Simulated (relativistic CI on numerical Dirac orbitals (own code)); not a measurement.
# V³⁺ (3d2) in a crystal field

Calculated by Dirac-Coulomb-Breit CI, KLI orbitals optimised for each configuration, model QED (radiative potential, 1s self-energy scaled to tabulated hydrogen-like ionisation energies), valence Slater integrals scaled by 0.7, one configuration in a parametric crystal field (own radial code).

Field parameters in Wybourne normalisation: Oh B⁴₀ = 21Dq, B⁴₄ = √(5/14) B⁴₀. The field is a parameter set, without covalency.

S is read from ⟨S²⟩ = S(S + 1).

Levels (cm⁻¹, degeneracy): 0 (2), 13 (3), 289 (3), 428 (1), 6520 (1), 6545 (3), 6667 (3), 6673 (2), 10784 (3), 11201 (2), 14018 (3), 16863 (1).

(1) Which field gives this pattern?
A. Oh, 10Dq = 4100 cm⁻¹
B. Oh, 10Dq = 7400 cm⁻¹
C. Oh, 10Dq = 23950 cm⁻¹
D. Oh, 10Dq = 30500 cm⁻¹

Answers

(1) B. Oh, 10Dq = 7400 cm⁻¹, ground level with S = 1.00.
